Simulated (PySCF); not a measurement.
PySCF input (BP86/def2-SVP):

```python
from pyscf import gto, dft

mol = gto.M(
    atom='''
    In    0.03171700    0.00673700    0.01266700
    H    -0.49704300   -1.67086300   -0.21062800
    H    -1.05707000    1.34076100   -0.41007300
    ''',
    basis='def2-svp',
    ecp='def2-svp',
    charge=0,
    spin=1,
    verbose=4,
)

mf = dft.UKS(mol, xc='bp86')
mf.grids.level = 3
mf.conv_tol = 1e-9
mf.max_cycle = 100
mf.max_memory = 1500
mf.kernel()
if not mf.converged:
    mf = mf.newton()
    mf.kernel(mf.make_rdm1())
mo, _, stable, _ = mf.stability(return_status=True)
if not stable:
    mf.kernel(mf.make_rdm1(mo, mf.mo_occ))
    stable = mf.stability(return_status=True)[2]
mf.dip_moment()
```

From the output:

```
small_rho_cutoff = 0
Set gradient conv threshold to 3.16228e-05
tot grids = 41496
init E= -170.51042852377
  alpha nocc = 12  HOMO = -0.663150283138266  LUMO = -0.60612918722202
  beta  nocc = 11  HOMO = -0.756161585649965  LUMO = -0.663150283138269

WARN: HOMO -0.663150283138266 >= LUMO -0.663150283138269

cycle= 1 E= -190.716474701831  delta_E= -20.2  |g|= 1.28  |ddm|= 8.62
  alpha nocc = 12  HOMO = -0.0382060381393448  LUMO = 0.0156312774798719
  beta  nocc = 11  HOMO = -0.123606024534279  LUMO = -0.00830139448218148
  HOMO = -0.0382060381393  LUMO = -0.00830139448218  gap/eV = 0.81375
cycle= 2 E= -190.250781225952  delta_E= 0.466  |g|= 1.79  |ddm|= 3.83
  alpha nocc = 12  HOMO = -0.161357135223919  LUMO = -0.0835001546852547
  beta  nocc = 11  HOMO = -0.244377367888736  LUMO = -0.126201408035217
  HOMO = -0.161357135224  LUMO = -0.126201408035  gap/eV = 0.95664
cycle= 3 E= -191.382399404771  delta_E= -1.13  |g|= 0.0548  |ddm|= 1.72
  alpha nocc = 12  HOMO = -0.1677405751587  LUMO = -0.0908840291629307
  beta  nocc = 11  HOMO = -0.246649711864903  LUMO = -0.130238955691032
  HOMO = -0.167740575159  LUMO = -0.130238955691  gap/eV = 1.02047
cycle= 4 E= -191.383767042525  delta_E= -0.00137  |g|= 0.00842  |ddm|= 0.0988
  alpha nocc = 12  HOMO = -0.168888302856001  LUMO = -0.0911913946035092
  beta  nocc = 11  HOMO = -0.250589629287419  LUMO = -0.13136326437179
  HOMO = -0.168888302856  LUMO = -0.131363264372  gap/eV = 1.02111
cycle= 5 E= -191.383838794899  delta_E= -7.18e-05  |g|= 0.00329  |ddm|= 0.0248
  alpha nocc = 12  HOMO = -0.169435016230788  LUMO = -0.0915784158856763
  beta  nocc = 11  HOMO = -0.2501882375731  LUMO = -0.13180928946911
  HOMO = -0.169435016231  LUMO = -0.131809289469  gap/eV = 1.02385
cycle= 6 E= -191.383849422554  delta_E= -1.06e-05  |g|= 0.000478  |ddm|= 0.00749
  alpha nocc = 12  HOMO = -0.169414540940538  LUMO = -0.0916397138545726
  beta  nocc = 11  HOMO = -0.250220722574436  LUMO = -0.131776140500708
  HOMO = -0.169414540941  LUMO = -0.131776140501  gap/eV = 1.02419
cycle= 7 E= -191.383849664604  delta_E= -2.42e-07  |g|= 8.58e-05  |ddm|= 0.00111
  alpha nocc = 12  HOMO = -0.169405088786196  LUMO = -0.0916279226252934
  beta  nocc = 11  HOMO = -0.250180001496505  LUMO = -0.131755638421772
  HOMO = -0.169405088786  LUMO = -0.131755638422  gap/eV = 1.02449
cycle= 8 E= -191.383849674256  delta_E= -9.65e-09  |g|= 9.89e-06  |ddm|= 0.000276
  alpha nocc = 12  HOMO = -0.169408125352874  LUMO = -0.0916319155977723
  beta  nocc = 11  HOMO = -0.250180415840363  LUMO = -0.131757771738982
  HOMO = -0.169408125353  LUMO = -0.131757771739  gap/eV = 1.02452
cycle= 9 E= -191.383849674436  delta_E= -1.8e-10  |g|= 2.43e-06  |ddm|= 4.06e-05
  alpha nocc = 12  HOMO = -0.169406802140814  LUMO = -0.0916308896500579
  beta  nocc = 11  HOMO = -0.250179341834187  LUMO = -0.131756424002835
  HOMO = -0.169406802141  LUMO = -0.131756424003  gap/eV = 1.02452
Extra cycle  E= -191.383849674439  delta_E= -3.04e-12  |g|= 2.43e-06  |ddm|= 1.15e-05
converged SCF energy = -191.383849674439  <S^2> = 0.75144301  2S+1 = 2.0014425
uhf_internal: lowest eigs of H = [0.12931952 0.23880715 0.28170392]
<class 'pyscf.dft.uks.UKS'> wavefunction is stable in the internal stability analysis
Dipole moment(X, Y, Z, Debye):  0.30911,  0.06563,  0.12345
```

The geometry given is a B3LYP-D3(BJ)/def2-TZVP minimum.
